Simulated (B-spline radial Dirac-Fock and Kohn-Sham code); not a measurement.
## La 4p1/2: cross section and angular parameters

System: neutral lanthanum, [Xe] 5d1 6s2; threshold 205.8 eV (tabulated edge). Method: Dirac-Hartree-Slater photoionisation with a Latter tail; cross sections with all multipoles, angular parameters from the dipole term and its interference with E2. Computed with a radial finite-basis atomic code.

Input of the calculation (task.json; shells as n, l, electrons):

```json
{"items": [{
  "Z": 57,
  "q": 0,
  "cfg": [[1, 0, 2], [2, 0, 2], [2, 1, 6], [3, 0, 2], [3, 1, 6], [3, 2, 10], [4, 0, 2], [4, 1, 6], [4, 2, 10], [5, 0, 2], [5, 1, 6], [5, 2, 1], [6, 0, 2]],
  "A": 139,
  "rrms": 4.855,
  "do": "xps",
  "hv": [53.3, 80, 84.8, 88.5, 103.0, 141.0, 145.0, 300, 330.0, 400, 411.0, 531.0, 800, 1000, 1010.0, 1530.0, 1890.0, 1920.0, 1950.0, 2530.0, 2900.0, 3420.0, 4000, 4560.0, 5414.7, 7210.0, 8047.8, 8280.0, 10900.0, 11600.0],
  "edges": {"K": 38925.0, "L1": 6266.0, "L2": 5891.0, "L3": 5483.0, "M1": 1362.0, "M2": 1209.0, "M3": 1128.0, "M4": 853.0, "M5": 836.0, "N1": 274.7, "N2": 205.8, "N3": 196.0, "N4": 105.3, "N5": 102.5}
}]}
```

Launch: `python xray2_run.py task.json out`

For linearly polarised light dσ/dΩ = σ/(4π) [1 + β P₂(cos θ) + (δ + γ cos²θ) sin θ cos φ], with θ from the polarisation vector and φ the angle between the beam and the projection of the electron momentum on the plane normal to the polarisation.

| hν (eV) | σ (kb) | β | γ | δ |
| --- | --- | --- | --- | --- |
| 300 | 96.6 | 0.313 | -0.073 | 0.061 |
| 330 | 94.2 | 0.573 | 0.013 | 0.059 |
| 400 | 86.8 | 0.957 | 0.179 | 0.045 |
| 411 | 85.4 | 1.000 | 0.197 | 0.042 |
| 531 | ? | ? | ? | ? |
| 800 | 46.0 | 1.559 | 0.206 | 0.006 |
| 1000 | 34.4 | 1.630 | 0.118 | 0.002 |
| 1010 | 33.9 | 1.632 | 0.114 | 0.002 |
| 1530 | 18.1 | 1.689 | -0.008 | -0.001 |
| 1890 | 12.7 | 1.692 | -0.021 | -0.001 |
| 1920 | 12.3 | 1.692 | -0.021 | -0.001 |
| 1950 | 12.0 | 1.691 | -0.020 | -0.001 |
| 2530 | 7.38 | 1.676 | 0.031 | -0.001 |
| 2900 | 5.65 | 1.662 | 0.083 | 0.000 |
| 3420 | 4.04 | 1.639 | 0.169 | 0.001 |
| 4000 | 2.91 | 1.613 | 0.274 | 0.003 |
| 4560 | 2.19 | 1.588 | 0.377 | 0.006 |
| 5414.7 | 1.48 | 1.552 | 0.531 | 0.011 |
| 7210 | 0.755 | 1.480 | 0.825 | 0.024 |
| 8047.8 | 0.576 | 1.450 | 0.949 | 0.031 |
| 8280 | 0.537 | 1.442 | 0.982 | 0.033 |
| 10900 | 0.266 | 1.358 | 1.312 | 0.057 |
| 11600 | 0.226 | 1.338 | 1.389 | 0.063 |

Question: Give the values at 531 eV.

Answer: σ = 70.9 kb, β = 1.305, γ = 0.287, δ = 0.023.
